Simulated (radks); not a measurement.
All-electron atom: Te+ in [Kr] 4d9 5s2 5p3 6s1 (not the ground configuration).

Method: non-relativistic Kohn-Sham, RPBE, spin-unpolarised, spherical densities, point nucleus; relativity is left out, which matters for an element this heavy; computed with a radial shooting solver on a logarithmic mesh with Libxc functionals.

Energy parts (eV):
total: -179915.880
kinetic: 179849.777
electron-nucleus: -426261.976
Hartree: 71126.111
exchange-correlation: -4629.792

Orbitals (lengths in bohr, moments of r in powers of bohr; <r^-3> diverges for s and p1/2; r(max) is where P^2 peaks):
orbital  occ.  eigenvalue (eV)   <1/r>     <r^2>   r(max)  <r^-3>
1s          2        -30421.04   51.48  0.001143  0.01936       -
2s          2        -4572.708   11.80   0.01864   0.1070       -
2p          6        -4291.868   11.81   0.01401  0.08373    4601
3s          2        -926.1040   4.289    0.1285   0.3055       -
3p          6        -808.8664   4.213    0.1232   0.2920   854.7
3d         10        -591.4234   4.079    0.1042   0.2385   138.2
4s          2        -173.5452   1.745    0.7042   0.7265       -
4p          6        -132.9443   1.644    0.7777   0.7473   164.7
4d          9         -64.0356   1.406     1.033   0.8003   20.27
5s          2         -27.8592  0.6498     4.465    1.783       -
5p          3         -18.3857  0.5599     5.963    2.006   19.71
5d          0          -6.2938  0.3500     15.64    2.890   1.165
6s          1          -6.4963  0.2491     28.59    4.613       -
6p          0          -4.6067  0.2058     41.47    5.472   2.662

The highest occupied level is 6s at -6.496 eV. Virial ratio -V/T = 2.00037.
